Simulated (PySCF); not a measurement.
**Li⁺ (lithium, charge +1): UHF calculation**

Configuration: 1s2, closed-shell 1S. Calculation: PySCF 2.14, in aug-cc-pVDZ; no relativity, point nucleus.

* Total energy: -7.236121 hartree
* One-electron energy: -8.8868 hartree
* Hartree (Coulomb) energy: 3.3013 hartree
* Exchange energy: -1.6506 hartree
* Kinetic energy: 7.22770 hartree
* ⟨S²⟩: 0.0000
* ⟨L²⟩: 0.000
* Sum of ⟨r⟩: 1.145 bohr
* Sum of ⟨r²⟩: 0.8917 bohr²
* Density at the nucleus (Gaussians lack the cusp): 13.1 bohr⁻³
* Langevin diamagnetic susceptibility: -0.706 ×10⁻⁶ cm³/mol
* Time after the integrals: 0.04 s of wall time on 1 thread of Neoverse-V1 (shared host)

```
shell  electrons  mean orbital energy (eV)  rms radius, mean of both spins (bohr)
   1s          2                   -75.994                                  0.668
```
